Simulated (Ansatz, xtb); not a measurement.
Two isomers of C2H5BrSi

Structure X is `[SiH3]/C=C/Br`, a singlet and structure Y is `C=C([SiH3])Br`, a singlet. Both are isolated molecules in the gas phase, relaxed with B3LYP-D3(BJ)/def2-SVP.

Q: Which of the two would you expect CCSD(T)/def2-SVP + ΔMP2/def2-TZVPP electronic energies to favour?

A: Too close to call at this level: CCSD(T)/def2-SVP + ΔMP2/def2-TZVPP gives E(Y) − E(X) = −0.005 eV.

Level by level:

```
                             level               geometry  E(Y) − E(X) (eV)  departure from the last row (eV)  job, with rough time for the two
                          GFN2-xTB               GFN2-xTB              +0.054                            +0.059              optimisation, 0.15 s
                         HF/STO-3G               GFN2-xTB              +0.090                            +0.095              single point, 0.55 s
                r2SCAN-D4/def2-SVP               GFN2-xTB              +0.014                            +0.020               single point, 3.5 s
             B3LYP-D3(BJ)/def2-SVP  B3LYP-D3(BJ)/def2-SVP              +0.004                            +0.009                optimisation, 38 s
                       HF/def2-SVP  B3LYP-D3(BJ)/def2-SVP              +0.008                            +0.013           part of the CCSD(T) run
                      MP2/def2-SVP  B3LYP-D3(BJ)/def2-SVP              −0.002                            +0.003           part of the CCSD(T) run
                  CCSD(T)/def2-SVP  B3LYP-D3(BJ)/def2-SVP              −0.009                            −0.003                      single point
CCSD(T)/def2-SVP + ΔMP2/def2-TZVPP  B3LYP-D3(BJ)/def2-SVP              −0.005                                                  single point, 27 s
```

As drawn, both hold the same kinds of bond in the same numbers.

The largest departure from CCSD(T)/def2-SVP + ΔMP2/def2-TZVPP is that of HF/STO-3G, 0.095 eV. The last row adds to CCSD(T) the change of the MP2 difference between the two basis sets, here +0.003 eV.

With harmonic frequencies from B3LYP-D3(BJ)/def2-SVP (ideal gas, rigid rotor, one conformer each, 298.15 K, 1 atm): the zero-point term adds 0.000 eV; ΔH is −0.010 and ΔG −0.001 eV.

The correlated steps freeze 16 core orbitals; the filled d shell of Br is correlated, in a basis made for valence electrons. Programs: Ansatz 0.2.0, xtb 6.7.1; the last row on 2 threads of Intel(R) Xeon(R) Processor @ 2.70GHz on a shared host.
